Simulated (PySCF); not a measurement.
cyclobutene (C4H6), singlet, geometry from GFN2-xTB; PySCF with R2SCAN/6-31G*.

The PySCF input:
```python
from pyscf import gto, scf, dft

mol = gto.M(
    atom='''
C     0.005224   -0.658035    0.811605
C     0.002586    0.670790    0.801108
C    -0.001816   -0.780771   -0.686791
C    -0.004895    0.769811   -0.699039
H     0.010431   -1.406248    1.583546
H     0.004797    1.431119    1.561133
H    -0.890624   -1.244222   -1.112438
H     0.884612   -1.240765   -1.121062
H     0.879713    1.226403   -1.140551
H    -0.895522    1.222946   -1.131927
''',
    basis='6-31g*',
    charge=0,
    spin=0,
    verbose=4,
    symmetry=True,
)

mf = dft.RKS(mol)
mf.xc = 'r2scan'
mf.kernel()
mf.analyze()
```

Question: Predict the main parts of the log of this PySCF run.

Answer: 
```
PySCF version 2.14.0

[INPUT] verbose = 4
[INPUT] num. atoms = 10
[INPUT] num. electrons = 30
[INPUT] charge = 0
[INPUT] spin (= nelec alpha-beta = 2S) = 0
[INPUT] symmetry True subgroup None
[INPUT] Mole.unit = angstrom
[INPUT] Symbol           X                Y                Z      unit          X                Y                Z       unit  Magmom
[INPUT]  1 C      0.005224000000  -0.658035000000   0.811605000000 AA    0.009871929275  -1.243505930378   1.533711171328 Bohr   0.0
[INPUT]  2 C      0.002586000000   0.670790000000   0.801108000000 AA    0.004886831758   1.267609387097   1.513874716198 Bohr   0.0
[INPUT]  3 C     -0.001816000000  -0.780771000000  -0.686791000000 AA   -0.003431742642  -1.475443356003  -1.297846894816 Bohr   0.0
[INPUT]  4 C     -0.004895000000   0.769811000000  -0.699039000000 AA   -0.009250209380   1.454731957678  -1.320992260390 Bohr   0.0
[INPUT]  5 H      0.010431000000  -1.406248000000   1.583546000000 AA    0.019711733205  -2.657423583217   2.992468245651 Bohr   0.0
[INPUT]  6 H      0.004797000000   1.431119000000   1.561133000000 AA    0.009065016220   2.704422961661   2.950113814021 Bohr   0.0
[INPUT]  7 H     -0.890624000000  -1.244222000000  -1.112438000000 AA   -1.683035439965  -2.351238818159  -2.102203150559 Bohr   0.0
[INPUT]  8 H      0.884612000000  -1.240765000000  -1.121062000000 AA    1.671674406504  -2.344706034946  -2.118500148657 Bohr   0.0
[INPUT]  9 H      0.879713000000   1.226403000000  -1.140551000000 AA    1.662416638220   2.317565788345  -2.155329021099 Bohr   0.0
[INPUT] 10 H     -0.895522000000   1.222946000000  -1.131927000000 AA   -1.692291318523   2.311033005132  -2.139032023001 Bohr   0.0

nuclear repulsion = 114.177300252644
point group symmetry = Cs
symmetry origin: [ 6.29908708e-08  1.88972612e-07 -6.29908708e-08]
symmetry axis x: [-0.00198543  0.99996682 -0.00790057]
symmetry axis y: [0.00484245 0.00791011 0.99995699]
symmetry axis z: [ 0.9999863   0.00194708 -0.00485799]
num. orbitals of irrep A' = 48
num. orbitals of irrep A" = 20
number of shells = 36
number of NR pGTOs = 132
number of NR cGTOs = 68
basis = 6-31g*
ecp = {}

******** <class 'pyscf.dft.rks_symm.SymAdaptedRKS'> ********
method = SymAdaptedRKS
initial guess = minao
damping factor = 0
level_shift factor = 0
DIIS = <class 'pyscf.scf.diis.CDIIS'>
diis_start_cycle = 1
diis_space = 8
diis_damp = 0
SCF conv_tol = 1e-09
SCF conv_tol_grad = None
SCF max_cycles = 50
direct_scf = True
direct_scf_tol = 1e-13
XC library pyscf.dft.libxc version 7.1.2
    S. Lehtola, C. Steigemann, M. J. T. Oliveira, and M. A. L. Marques,  SoftwareX 7, 1–5 (2018)
XC functionals = r2scan
    J. W. Furness, A. D. Kaplan, J. Ning, J. P. Perdew, and J. Sun,  J. Phys. Chem. Lett. 11, 8208–8215 (2020)
    J. W. Furness, A. D. Kaplan, J. Ning, J. P. Perdew, and J. Sun,  J. Phys. Chem. Lett. 11, 9248–9248 (2020)
    J. W. Furness, A. D. Kaplan, J. Ning, J. P. Perdew, and J. Sun,  J. Phys. Chem. Lett. 11, 8208–8215 (2020)
    J. W. Furness, A. D. Kaplan, J. Ning, J. P. Perdew, and J. Sun,  J. Phys. Chem. Lett. 11, 9248–9248 (2020)
radial grids:
    Treutler-Ahlrichs [JCP 102, 346 (1995); DOI:10.1063/1.469408] (M4) radial grids

becke partition: Becke, JCP 88, 2547 (1988); DOI:10.1063/1.454033
pruning grids: <function nwchem_prune>
grids dens level: 3
symmetrized grids: True
atomic radii adjust function: <function treutler_atomic_radii_adjust>
small_rho_cutoff = 0
Freeze 0 electrons in irreps []
    30 free electrons in irreps A' A"
Set gradient conv threshold to 3.16228e-05
Initial guess from minao.
tot grids = 115320
init E= -156.199894262646
HOMO (A") = -0.310626427924213  LUMO (A") = -0.0795907747435849  gap/eV = 6.28680
cycle= 1 E= -155.813315560783  delta_E= 0.387  |g|= 0.414  |ddm|= 2.86
HOMO (A") = -0.143730424675419  LUMO (A") = 0.0732695543044364  gap/eV = 5.90487
cycle= 2 E= -155.782171193011  delta_E= 0.0311  |g|= 0.547  |ddm|= 1.06
HOMO (A") = -0.217425093759513  LUMO (A") = 0.00694509282217304  gap/eV = 6.10542
cycle= 3 E= -155.86192815229  delta_E= -0.0798  |g|= 0.0282  |ddm|= 0.649
HOMO (A") = -0.220103361828326  LUMO (A") = 0.00451082266241931  gap/eV = 6.11206
cycle= 4 E= -155.862100424553  delta_E= -0.000172  |g|= 0.00732  |ddm|= 0.0407
HOMO (A") = -0.219312815498812  LUMO (A") = 0.00536291160925462  gap/eV = 6.11374
cycle= 5 E= -155.862109507584  delta_E= -9.08e-06  |g|= 0.0043  |ddm|= 0.0129
HOMO (A") = -0.219752623143386  LUMO (A") = 0.00489379331461093  gap/eV = 6.11294
cycle= 6 E= -155.862114402724  delta_E= -4.9e-06  |g|= 0.000252  |ddm|= 0.00493
HOMO (A") = -0.219801570651892  LUMO (A") = 0.00484966046185065  gap/eV = 6.11307
cycle= 7 E= -155.86211441935  delta_E= -1.66e-08  |g|= 3.42e-05  |ddm|= 0.000328
HOMO (A") = -0.219805560430439  LUMO (A") = 0.00484625242561298  gap/eV = 6.11309
cycle= 8 E= -155.862114419639  delta_E= -2.9e-10  |g|= 5.64e-06  |ddm|= 5.23e-05
HOMO (A") = -0.219805694428593  LUMO (A") = 0.0048463203975504  gap/eV = 6.11309
Extra cycle  E= -155.862114419636  delta_E= 3.13e-12  |g|= 6.56e-06  |ddm|= 1.29e-05
converged SCF energy = -155.862114419636
**** SCF Summaries ****
Total Energy =                        -155.862114419636129
Nuclear Repulsion Energy =             114.177300252644073
One-electron Energy =                 -434.424367384406878
Two-electron Energy =                  164.384952712126676
Two-electron Coulomb Energy =          188.254785797618666
DFT Exchange-Correlation Energy =      -23.869833085491980
HOMO-LUMO gap [eV] =                     6.113092695604948
Wave-function symmetry = A'
occupancy for each irrep:     A'   A"
                              12    3
**** MO energy ****
MO #1 (A' #1), energy= -10.0344320556973 occ= 2
MO #2 (A' #2), energy= -10.0343893901506 occ= 2
MO #3 (A' #3), energy= -10.0326592626523 occ= 2
MO #4 (A' #4), energy= -10.0319736781135 occ= 2
MO #5 (A' #5), energy= -0.823429060218023 occ= 2
MO #6 (A' #6), energy= -0.619574095758945 occ= 2
MO #7 (A' #7), energy= -0.609002490633236 occ= 2
MO #8 (A' #8), energy= -0.479876539871115 occ= 2
MO #9 (A' #9), energy= -0.465643050408183 occ= 2
MO #10 (A" #1), energy= -0.426206570587517 occ= 2
MO #11 (A' #10), energy= -0.345242679578122 occ= 2
MO #12 (A" #2), energy= -0.326889215026321 occ= 2
MO #13 (A' #11), energy= -0.294074125226819 occ= 2
MO #14 (A' #12), energy= -0.279258336612445 occ= 2
MO #15 (A" #3), energy= -0.219805694428593 occ= 2
MO #16 (A" #4), energy= 0.0048463203975504 occ= 0
MO #17 (A' #13), energy= 0.115135139876381 occ= 0
MO #18 (A' #14), energy= 0.137061537550033 occ= 0
MO #19 (A" #5), energy= 0.139752478057555 occ= 0
MO #20 (A' #15), energy= 0.143119169569902 occ= 0
MO #21 (A' #16), energy= 0.173897834429106 occ= 0
MO #22 (A' #17), energy= 0.178812700446057 occ= 0
MO #23 (A' #18), energy= 0.20902458953732 occ= 0
 ** Mulliken pop on meta-lowdin orthogonal AOs  **
 ** Mulliken pop  **
 ** Mulliken atomic charges  **
charge of    0C =     -0.12448
charge of    1C =     -0.12447
charge of    2C =     -0.18912
charge of    3C =     -0.18912
charge of    4H =      0.10709
charge of    5H =      0.10709
charge of    6H =      0.10325
charge of    7H =      0.10325
charge of    8H =      0.10325
charge of    9H =      0.10325
Dipole moment(X, Y, Z, Debye): -0.00078, -0.00122, -0.16158
```
